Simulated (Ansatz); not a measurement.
CH₆BNOS (`OBNCS`) at its PBE0-D4/def2-TZVP geometry, where that method's forces vanish. Total charge 0; spin multiplicity 1.

```
atom    x (Å)    y (Å)    z (Å)
  O1   1.9321   0.4265  -0.4358
  B2   1.2161  -0.7285  -0.4764
  N3  -0.1834  -0.7845  -0.2641
  C4  -1.0963   0.3106  -0.1345
  S5  -0.6758   1.5358   1.1572
  H6   1.4261   1.1656  -0.0727
  H7   1.7945  -1.7528  -0.7014
  H8  -0.6221  -1.6890  -0.2522
  H9  -1.1425   0.9244  -1.0409
 H10  -2.1012  -0.0641   0.0569
 H11  -0.5474   0.6561   2.1638
```

Task: For each bond, give half the difference of the two atoms' forces along it (eV/Å; positive pushes the atoms apart) under PBE-D4, r2SCAN-D4, B3LYP-D4, ωB97M-V in def2-TZVPP. (An estimate is asked.)

Result: Computed: 
```tsv
bond	length (Å)	PBE-D4	r2SCAN-D4	B3LYP-D4	ωB97M-V
O1–B2	1.360	0.26	0.12	0.15	0.21
O1–H6	0.967	0.42	0.01	-0.04	-0.15
B2–N3	1.417	0.01	0.02	0.01	0.02
B2–H7	1.198	-0.06	-0.11	-0.20	-0.21
N3–C4	1.432	0.01	0.13	0.21	0.26
N3–H8	1.005	0.19	-0.04	-0.08	-0.12
C4–S5	1.829	0.21	0.19	0.25	0.01
C4–H9	1.096	0.12	-0.06	-0.14	-0.14
C4–H10	1.089	0.07	-0.08	-0.16	-0.13
S5–H11	1.343	0.27	0.01	-0.03	-0.11
```

B3LYP here is the variant with VWN-RPA as its local correlation; programs differ in this.
